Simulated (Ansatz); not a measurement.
Input for Ansatz (a program for electronic structure): U-CCSD(T)/cc-pV(T+d)Z on H5NSi (SMILES N[SiH3]), a point of a bond scan (R = 1.379 Å). Files ending in .json are basis or fitting sets from the Basis Set Exchange.

Ansatz 0.2 input:
```yaml
crystal:
  periodic: [false, false, false]
  atoms:
    - {symbol: N, position_ang: [0.79741822, -0.05393136, -0.08211274]}
    - {symbol: Si, position_ang: [-0.57330372, 0.04712310, 0.03033856]}
    - {symbol: H, position_ang: [1.39399072, 0.62670561, 0.36148063]}
    - {symbol: H, position_ang: [1.23916655, -0.95973251, -0.10009035]}
    - {symbol: H, position_ang: [-1.14118321, -0.28608098, 1.36605757]}
    - {symbol: H, position_ang: [-0.95227392, 1.44629769, -0.27348173]}
    - {symbol: H, position_ang: [-1.17949996, -0.88202113, -0.95090140]}
basis:
  gaussian:
    orbitals: cc-pV_T+d_Z.json
correlation: {method: ccsd_t, electrons: outside_noble_gas}
scf: {omitted_lower_state_checks: [cluster_reference]}
magnetization: {spin_polarized: true, initial_magnetization: 0}
```

Question: What total energy does the run end on?

Answer: -346.6330 hartree (reference determinant -346.2406, T1 diagnostic 0.008).

Question: How many basis functions does it have, and what does it roughly cost on one machine?

Answer: 139 functions; very roughly 20 core-seconds.
